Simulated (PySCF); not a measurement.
## Tm⁵⁹⁺ (thulium, charge +59): Hartree-Fock from Schrödinger to Dirac-Coulomb

Occupied: 1s1/2, 2s1/2, 2p1/2, 2p3/2. Hartree-Fock calculated with PySCF 2.14 in an even-tempered Gaussian basis (19 s from 13 bohr⁻², ratio 2.3; 15 p from 16 bohr⁻², ratio 2.3), Gaussian nucleus throughout. NR is non-relativistic, sf-X2C the spin-free one-electron X2C Hamiltonian, X2C adds the bare one-electron spin-orbit term, X2C-SNSO screens it by Boettger's factors, DC is four-component Dirac-Coulomb, and the Gaunt term is added at first order (total energies over the DC spinors, levels after relaxing the spinors in that mean field). QED terms are absent. Levels marked empty are virtual spinors of this ion.

```csv
level (eV),NR,sf-X2C,X2C,X2C-SNSO
1s1/2,-60389.9,-64636.9,-64625.6,-64626.3
2s1/2,-13598.7,-14815.5,-14812.7,-14812.9
2p1/2,-13243.0,-13662.8,-14409.6,-14384.6
2p3/2,-13243.0,-13662.8,-13355.6,-13364.1
3s1/2 (empty),-5645.9,-6029.4,-6029.0,-6029.0
3p1/2 (empty),-5525.0,-5694.3,-5892.2,-5885.7
3p3/2 (empty),-5525.0,-5694.3,-5611.9,-5614.2
```

Q: Where do the four-component calculations put these levels?

A: 1s1/2: DC -64695.6, DC+Gaunt -64508.4; 2s1/2: DC -14822.5, DC+Gaunt -14802.3; 2p1/2: DC -14391.0, DC+Gaunt -14355.4; 2p3/2: DC -13370.7, DC+Gaunt -13346.8; 3s1/2 (empty): DC -6031.3, DC+Gaunt -6025.9; 3p1/2 (empty): DC -5887.3, DC+Gaunt -5878.1; 3p3/2 (empty): DC -5615.6, DC+Gaunt -5609.5 (eV).

```tsv
Hamiltonian	E (hartree)	E − E(DC) (hartree)	CPU seconds
NR	-8932.0414	555.2024	0.62
sf-X2C	-9473.5407	13.7032	0.41
X2C	-9483.7468	3.4970	0.61
X2C-SNSO	-9483.1258	4.1180	0.41
DC	-9487.2438	0.0000	31
DC+Gaunt	-9475.9463	11.2975	54
```

Weight of the small component: 1s1/2 0.0669, 2s1/2 0.0155, 2p1/2 0.0154, 2p3/2 0.0142, 3s1/2 0.00609, 3p1/2 0.00604, 3p3/2 0.00573.

Koopmans' value for the highest occupied level at DC+Gaunt: 13346.8 eV, against an ionisation energy of 13347 ± 7 eV (theoretical estimate listed by NIST; NIST Atomic Spectra Database, ionization energies); the former lacks relaxation, correlation, QED and recoil.

The whole ladder took 95 s of wall time on 1 thread of Intel(R) Xeon(R) Platinum 8175M CPU @ 2.50GHz (shared host), launched as `OMP_NUM_THREADS=1 python relrun2.py TASK.json OUT` (a driver that calls PySCF for each Hamiltonian).

Dirac-Coulomb iterations, started from the X2C spinors:

```
with_ssss True, with_gaunt False, with_breit False
light speed = 137.03599967994
init E= -9427.74832456152
cycle= 1 E= -9487.24232937473  delta_E= -59.5  |g|= 2.61  |ddm|= 0.103
cycle= 2 E= -9487.24380949334  delta_E= -0.00148  |g|= 0.0313  |ddm|= 0.00355
cycle= 3 E= -9487.24381071027  delta_E= -1.22e-06  |g|= 0.00088  |ddm|= 0.000141
cycle= 4 E= -9487.24381071128  delta_E= -1.01e-09  |g|= 4.43e-06  |ddm|= 3.44e-06
```
